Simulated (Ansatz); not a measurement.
`[F+]1[AlH2-][F+][AlH2-]1`, one more setting.

```yaml
crystal:
  periodic: [false, false, false]
  atoms:
    - {symbol: F, position_ang: [-0.713386, 0.054722, 0.937529]}
    - {symbol: Al, position_ang: [0.114416, 1.393452, 0.005792]}
    - {symbol: F, position_ang: [0.712602, -0.054644, -0.938138]}
    - {symbol: Al, position_ang: [-0.114481, -1.393453, -0.005844]}
    - {symbol: H, position_ang: [-0.948089, 2.177215, -0.847760]}
    - {symbol: H, position_ang: [1.290430, 1.984958, 0.865368]}
    - {symbol: H, position_ang: [0.948644, -2.176003, 0.848048]}
    - {symbol: H, position_ang: [-1.290147, -1.986237, -0.865004]}
basis:
  gaussian: {orbitals: def2-mTZVPP}
total_charge: -1
magnetization: {spin_polarized: true, initial_magnetization: 1}
hamiltonian: {xc: {name: wB97X}}
output: {forces: true}
```

```sh
$ ansatz run in.yaml --threads 4 --pin off --events-out ev --progress --plain --max-ram 10444MiB
```

It prints (some lines left out):

```
Functional definition: wB97X
1004 factors; their error is unknown
260 factors; integrals over basis functions are off by at most 6.4e-6 eV
mean field evaluation 1: about -18696.5326 eV, gradient 1.2e1 eV
mean field evaluation 2: about -18697.3439 eV, gradient 6.0e0 eV
mean field evaluation 4: about -18697.4583 eV, gradient 7.9e-1 eV
mean field evaluation 8: about -18697.5203 eV, gradient 7.0e-2 eV
mean field evaluation 16: about -18697.5204 eV, gradient 5.8e-5 eV
mean field -18697.52039286 eV, -687.1212008030 hartree, gradient 1.6e-6 eV, S^2 0.751842; 4 other end points of the search recorded, 0 dependent functions left out
reference -18697.52037091 eV, -687.1211999966 hartree; 25, 24 occupied and 87, 88 virtual orbitals, 1004 factors
Total energy: -18697.52037091 eV, -687.1211999966 hartree
Atom 0 at    -0.713386     0.054722     0.937529 Å, force    -0.199746     0.015220     0.262130 eV/Å
Atom 1 at     0.114416     1.393452     0.005792 Å, force     0.059173     0.715229     0.003037 eV/Å
Atom 2 at     0.712602    -0.054644    -0.938138 Å, force     0.199179    -0.014778    -0.262527 eV/Å
Atom 3 at    -0.114481    -1.393453    -0.005844 Å, force    -0.058556    -0.715720    -0.002615 eV/Å
Atom 4 at    -0.948089     2.177215    -0.847760 Å, force    -0.094064     0.155312    -0.080576 eV/Å
Atom 5 at     1.290430     1.984958     0.865368 Å, force     0.118112     0.137341     0.081751 eV/Å
Atom 6 at     0.948644    -2.176003     0.848048 Å, force     0.094076    -0.155426     0.080628 eV/Å
Atom 7 at    -1.290147    -1.986237    -0.865004 Å, force    -0.118173    -0.137177    -0.081828 eV/Å
Dipole moment:    -0.000262     0.000237    -0.000207 e Å
```

Run time 16 s (4 threads of an Arm Neoverse V2 on a shared host); peak host memory 0.57 GiB.
